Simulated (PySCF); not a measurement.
Spinor energies of Cs²⁵⁺ (caesium, charge +25)

Start: [Ar] 3d10 4s2. Calculated with PySCF 2.14 in an uncontracted even-tempered set (17 s from 1.9 bohr⁻², ratio 2.8; 13 p from 2.5 bohr⁻², ratio 2.8; 8 d from 4.5 bohr⁻², ratio 2.8; 4 f from 11 bohr⁻², ratio 3): generalised Hartree-Fock with the X2C-1e Hamiltonian and a Gaussian nucleus; one run each with spin-orbit coupling (SO) switched off, then screened by Boettger's factors.

```
spinor shell  electrons  ε, spin-free (eV)  ε, screened SO (eV)  weight of nominal j (screened SO)  rms radius, screened SO (bohr)
       1s1/2          2           -36973.5             -36969.7                              1.000                          0.0298
       2s1/2          2            -6569.4              -6568.4                              1.000                           0.121
       2p1/2          2            -5970.3              -6217.1                              1.000                           0.104
       3s1/2          2            -1991.8              -1991.5                              1.000                           0.314
       3p1/2          2            -1792.4              -1842.6                              1.000                           0.306
       3p3/2          4            -1792.4              -1769.9                              1.000                           0.317
       3d3/2          4            -1509.1              -1518.2                              1.000                           0.287
       3d5/2          6            -1509.1              -1502.8                              1.000                           0.290
       4s1/2          2            -870.41              -870.36                              1.000                           0.679
```

(1) Where does 2p3/2 lie, and what is the 2p spin-orbit splitting (screened SO)?

```tsv
quantity	spin-free	screened SO
E (hartree)	-7484.63951	-7487.29369
M_J	0	0
⟨J²⟩	0.000	0.000
⟨L²⟩	0.000	0.017
⟨S²⟩	0.000	0.017
```

Breit and QED terms are absent; they matter most for the inner s and p1/2 levels.

Densities and radii are taken from the X2C orbitals without a picture-change correction, which distorts them close to the nucleus.

Without spin-orbit coupling the j labels of p, d and f shells carry no meaning; the spin-free column gives the mean over the occupied spinors of each nl shell.

Results:

(1) At -5860.3 eV, 356.72 eV above 2p1/2.
